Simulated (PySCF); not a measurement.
First SCF of a structure search on singlet [WH5]-, at a hand-made trigonal bipyramidal geometry. PySCF input:

```python
from pyscf import gto, scf, dft
mol = gto.M(atom='''
W      0.000000     0.000000     0.000000
H      0.000000     0.000000     1.690000
H      0.000000     0.000000    -1.690000
H      1.690000     0.000000     0.000000
H     -0.845000     1.463600     0.000000
H     -0.845000    -1.463600     0.000000''',
    basis={'W': 'def2-TZVPD', 'H': 'def2-TZVPD'},
    ecp={'W': 'def2-TZVPD'},
    charge=-1, spin=0)
mf = dft.RKS(mol, xc='PBE0')
mf.grids.atom_grid = (50, 194)
aux = {'W': 'def2-universal-JKFIT', 'H': 'def2-universal-JKFIT'}
mf = mf.density_fit(auxbasis=aux)
mf.conv_tol = 1e-08
mf.diis_space = 10
mf.max_cycle = 60
mf.init_guess = 'minao'
mf.verbose = 4
mf.kernel()
```

Excerpt of the output (cycles and frontier levels):

```
init E= -49.7410946714788
cycle= 1 E= -69.8685774778059  delta_E= -20.1  |g|= 0.394  |ddm|= 8.36
  HOMO = 0.0813265901720515  LUMO = 0.131325490449095  gap/eV = 1.36054
cycle= 2 E= -69.9168484588549  delta_E= -0.0483  |g|= 0.148  |ddm|= 0.834
  HOMO = -0.00345237289783196  LUMO = 0.0640454421258725  gap/eV = 1.83671
cycle= 3 E= -69.9188137567885  delta_E= -0.00197  |g|= 0.162  |ddm|= 0.361
  HOMO = 0.0216763767848396  LUMO = 0.0888993140837577  gap/eV = 1.82923
cycle= 4 E= -69.9262663047348  delta_E= -0.00745  |g|= 0.0175  |ddm|= 0.169
  HOMO = 0.020551505943037  LUMO = 0.0881519632064856  gap/eV = 1.83950
cycle= 5 E= -69.9263373562788  delta_E= -7.11e-05  |g|= 0.00509  |ddm|= 0.02
  HOMO = 0.0207205456764363  LUMO = 0.0883790566048863  gap/eV = 1.84108
cycle= 6 E= -69.926343619893  delta_E= -6.26e-06  |g|= 0.00131  |ddm|= 0.00565
  HOMO = 0.0206181180309337  LUMO = 0.0882826686084579  gap/eV = 1.84125
cycle= 7 E= -69.9263441484589  delta_E= -5.29e-07  |g|= 0.000206  |ddm|= 0.00171
  HOMO = 0.0205676876629921  LUMO = 0.0882473973326872  gap/eV = 1.84166
cycle= 8 E= -69.9263441660068  delta_E= -1.75e-08  |g|= 1.83e-05  |ddm|= 0.000341
  HOMO = 0.0205707796976933  LUMO = 0.0882526659484095  gap/eV = 1.84172
cycle= 9 E= -69.9263441661741  delta_E= -1.67e-10  |g|= 2.31e-06  |ddm|= 3.85e-05
  HOMO = 0.0205714268837243  LUMO = 0.088253230146023  gap/eV = 1.84172
Extra cycle  E= -69.9263441661732  delta_E= 8.53e-13  |g|= 3.24e-06  |ddm|= 7.18e-06
converged SCF energy = -69.9263441661732
```

This is not the lowest solution: another start and a stability analysis within the same restricted form found one 0.5 kJ/mol lower, at -69.92652 Eh.

At the minimum of this search the closed-shell solution is unstable towards spin polarisation, so a lower open-shell solution exists. Spin–orbit coupling, left out here, can matter for elements this heavy.

The search for the lowest solution, 3 starts and the stability check together, took 6.7 s on 2 threads of a shared Arm Neoverse V2 host, with 88 basis functions; the process peaked at 0.67 GiB. Launch command: `OMP_NUM_THREADS=2 python axn.py task.json out`.
